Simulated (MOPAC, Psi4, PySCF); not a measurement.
Two rigid molecules brought together: HF ··· F4Si (SMILES F and F[Si](F)(F)F), singlet. Monomers: optimised at B3LYP-D3(BJ) (def2-TZVP), held rigid. Orientation: lowest of the rigid-body minima from ten starts at GFN2-xTB. Only R, the distance of the centres of mass, is varied, so the lowest point isn't the relaxed dimer.

Methods: RKS-B3LYP/LANL2DZ = PySCF with restricted B3LYP/LANL2DZ, with its core potentials past Ne, no counterpoise correction; PM7, restricted, heats of formation (MOPAC); SAPT0/jun-cc-pVDZ, frozen core (Psi4).

Interaction energies in kcal/mol:

| R / Å | RKS-B3LYP/LANL2DZ | PM7 |
|---|---|---|
| 3.87 | -1.16 | 22.47 |
| 4.05 | -4.33 | 14.25 |
| 4.19 | -4.94 | 9.52 |
| 4.43 | -4.50 | 4.11 |
| 4.65 | -3.60 | 1.42 |
| 4.83 | -2.88 | 0.28 |
| 5.09 | -2.03 | -0.42 |
| 5.41 | -1.33 | -0.60 |
| 5.94 | -0.70 | -0.50 |
| 6.64 | -0.35 | -0.33 |
| 7.62 | -0.16 | -0.10 |
| 8.97 | -0.06 | -0.02 |

Question: Estimate the SAPT0/jun-cc-pVDZ values at these points.

Answer: 3.87: 3.12; 4.05: -0.87; 4.19: -2.11; 4.43: -2.57; 4.65: -2.26; 4.83: -1.89; 5.09: -1.40; 5.41: -0.97; 5.94: -0.55; 6.64: -0.28; 7.62: -0.13; 8.97: -0.05 (kcal/mol).
